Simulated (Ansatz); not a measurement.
`[F][GeH2][SiH2]Cl` → `[F][GeH2][Cl]` + `[SiH2]` at 298.15 K and 1 bar (silylene formation by 1,1-elimination).

Calculated with Ansatz (gas phase, PBE0-D4/def2-TZVP geometries, no zero-point term in ΔE). CCSD(T)/CBS is the MP2 limit (def2-TZVPP, def2-QZVPP) plus CCSD(T) − MP2 in def2-TZVPP, frozen cores. This one scheme is used for every species. For Ge outer-core shells are correlated without core-valence functions, which leaves a few kJ/mol of doubt a bond. Scalar relativity is left out up to krypton. Each species was taken in one conformer, which may not be the lowest.

```
            species  CCSD(T)/CBS energy (Eh)  H − E (kJ/mol)  S (J/(mol·K))
`[F][GeH2][SiH2]Cl`              -2927.24228           117.6          360.5
    `[F][GeH2][Cl]`              -2636.95386            65.2          294.9
           `[SiH2]`               -290.19011            40.6          207.5
```

H − E and S are ideal-gas, rigid-rotor, harmonic terms from PBE0-D4/def2-TZVP, for one conformer and one mirror image of each species. 1 Eh = 2625.50 kJ/mol, R = 8.31446 J/(mol·K).

**Question.** By hand: ΔE, ΔH, ΔS and ΔG.

**Answer.** ΔE = (-2636.95386) + (-290.19011) − (-2927.24228) = 0.09831 Eh = 258.1 kJ/mol. Δ(H − E) = 65.2 + 40.6 − 117.6 = -11.8, so ΔH = 246.3 kJ/mol. ΔS = 294.9 + 207.5 − 360.5 = 141.9 J/(mol·K). ΔG = 246.3 − 298.15 × (141.9)/1000 = 204.0 kJ/mol.

**Question.** By hand: the equilibrium constant, and the temperature at which ΔG would vanish if ΔH and ΔS stayed fixed.

**Answer.** log₁₀ K = −ΔG/(RT ln 10) = -35.7. ΔG = 0 at ΔH/ΔS = 1736 K.

The number of gas molecules changes by +1, which sets the sign of ΔS. A doubt of 5 kJ/mol in ΔE shifts log₁₀ K by 0.9 here. Other conformers and mirror images would add mixing entropy, several J/(mol·K) or more a flexible species. Modes under 60 cm⁻¹, often nearly free rotors, make the harmonic entropy too high. These are equilibria of isolated gas molecules and say nothing of rates. Largest T1 diagnostic: 0.014 (customary marks: 0.02 for closed shells, 0.045 for open ones).
